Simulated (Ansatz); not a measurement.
Consider the redistribution: `N=[C]([SiH3])[InH2]` + `[SiH3]CS[SiH3]` → `[SiH3][CH2][InH2]` + `N=C([SiH3])S[SiH3]`.

Gas-phase electronic energies from Ansatz, PBE0-D4/def2-TZVP geometries. CCSD(T)/CBS adds triple-zeta CCSD(T) − MP2 to the extrapolated MP2 energy (def2 sets, frozen cores). DFT in def2-TZVPP. Elements past krypton have def2 core potentials. For In outer-core shells are correlated without core-valence functions, which leaves a few kJ/mol of doubt a bond. Each species was taken in one conformer, which may not be the lowest.

| level | ΔE (kcal/mol) |
| --- | --- |
| ωB97X-V | -12.3 |
| r2SCAN | -14.6 |
| SCS-MP2/def2-QZVPP | -12.9 |
| MP2/CBS(def2) | -14.3 |

Problem. What does CCSD(T)/CBS give? (Estimate.)

Solution. Ansatz gave: -12.8 kcal/mol. The listed levels differ from it by 0.5, -1.8, -0.1, -1.5 kcal/mol.

Largest T1 diagnostic among the species: 0.015.

In def2-TZVPP, CCSD(T) changes the Hartree–Fock value by −2.2 kcal/mol (the triples alone add −0.5 kcal/mol) and MP2 by −3.7 kcal/mol.

CCSD(T)/CBS has its own doubt, a few kJ/mol and more with outer-core shells, so smaller differences from it don't rank the levels.
